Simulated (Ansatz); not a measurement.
Cost and result for the atomization energy of `[CH3][Al-]([CH3])([F])[OH+][SiH3]` (16 atoms, 15 bonds).

Z-matrix (Å, degrees):
```
C
Al 1 1.955
H 1 1.094 2 112.3
H 1 1.096 2 112.1 3 -121.1
H 1 1.095 2 111.4 3 119.9
C 2 1.955 1 122.1 3 174.1
F 2 1.705 1 115.2 3 -37.6
O 2 1.963 1 105.7 3 53.8
H 6 1.094 2 112.3 1 -173.9
H 6 1.096 2 112.1 1 -52.8
H 6 1.095 2 111.4 1 66.2
Si 8 1.713 2 117.0 1 -114.7
H 8 0.959 2 125.9 1 65.3
H 12 1.472 8 110.7 2 -64.4
H 12 1.472 8 110.7 2 64.4
H 12 1.489 8 101.1 2 180.0
```

Charge 0, multiplicity 1. Geometry: relaxed with PBE0-D4/def2-TZVP. It is one conformer, not always the lowest. Program: Ansatz. All runs use 2 threads of an AMD EPYC 7R13 on a shared host and a share of an NVIDIA H100 80 GB. Times are those of one run each, without the atoms' runs, and a repeat can differ threefold. Electronic energies, without spin–orbit coupling; frozen cores. CCSD(T)/CBS adds CCSD(T) − MP2 in def2-TZVPP to the MP2 limit, and its time is that of the two runs behind it. T1 = 0.011. HSE06 is the plane-wave form, built on full-range PBE exchange.

CCSD(T)/CBS is a level of theory with its own doubt, some kJ/mol a heavy atom from the limit and from the frozen cores, so smaller differences don't rank the functionals.

```csv
level,functions,wall time,atomization (kcal/mol),difference from CCSD(T)/CBS,per bond
PBE-D4/def2-TZVPP (with forces),348,3.9 s,1381.7,-4.2,-0.3
r2SCANh-D4/def2-TZVPP,348,4.6 s,1375.7,-10.2,-0.7
CCSD(T)/def2-SVP,142,4.8 s,1310.1,-75.8,-5.0
B97M-V/def2-TZVPP,348,5.5 s,1382.7,-3.2,-0.2
r2SCAN-D4/def2-TZVPP (with forces),348,6 s,1382.3,-3.6,-0.2
ωB97X-V/def2-TZVPP,348,6 s,1382.7,-3.2,-0.2
revPBE-D4/def2-TZVPP,348,6.5 s,1352.9,-33.0,-2.2
HSE06-D4/def2-TZVPP,348,6.5 s,1367.8,-18.1,-1.2
BHLYP-D4/def2-TZVPP,348,6.5 s,1350.3,-35.6,-2.4
PBE-QIDH/def2-TZVPP,348,8.5 s,1366.0,-19.9,-1.3
MP2/def2-QZVPP,668,8.5 s,1386.2,0.3,0.0
CCSD(T)/def2-TZVPP,348,11 s,1352.2,-33.7,-2.2
CCSD(T)/CBS(def2),–,20 s,1385.9,0.0,0.0
```

In def2-TZVPP, CCSD(T) changes the Hartree–Fock value by +306.5 kcal/mol (the triples alone add +14.5 kcal/mol) and MP2 by +320.3 kcal/mol; breaking electron pairs costs correlation energy, which Hartree–Fock lacks. From BLYP to BHLYP (50 % exact exchange), in def2-TZVPP and without D4, the atomization energy moves by −11.6 kcal/mol: exact exchange takes away binding that semilocal exchange gives to molecules. At CCSD(T), def2-SVP lies −75.7 kcal/mol from the extrapolated value and def2-TZVPP −33.6 kcal/mol: correlation converges slowly with the basis, and small sets miss more of it in the bonded molecule than in its fragments.
